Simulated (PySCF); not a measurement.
HfO3, SMILES [O]=[Hf]1[O][O]1, multiplicity 1.

The structure is a stationary point at B3LYP-D3(BJ)/def2-TZVP. The multiplicity is an assumed one; other spin states were not compared. The def2 effective core potentials stand for the cores of Hf; spin–orbit coupling is left out.

Level of theory: B3LYP-D3(BJ)/def2-TZVP (PySCF).

Frequencies are harmonic and unscaled.

Computed normal modes with their intensities:
```
mode  ν (cm⁻¹)  IR (km/mol)  moving atoms (share of kinetic energy)
----  --------  -----------  --------------------------------------
1          186         16.3                                  O 96 %
2          216         21.0                         O 88 %, Hf 12 %
3          571         61.5                         O 87 %, Hf 13 %
4          616         14.2                                  O 97 %
5          824         95.6                                  O 96 %
6          897        115.6                                  O 93 %
```
